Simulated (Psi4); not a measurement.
Cl2, singlet, geometry from GFN2-xTB.

The Psi4 input:
```
memory 2 GB

molecule {
0 1
  Cl   -0.00000000   -0.00000000   -1.00842595
  Cl    0.00000000    0.00000000    1.00842595
}

set basis aug-cc-pvdz

energy('wb97m-v')
print_variables()
```

Task: What does this run give for the total energy, nuclear repulsion energy, dipole moment?

Result: 
The total energy is -920.3291 Eh and the nuclear repulsion energy is 75.8272 Eh. The dipole moment comes out as 0.00 D.

Task: Roughly what does it cost on one core?

Result: about 16 core-seconds (a rough figure).
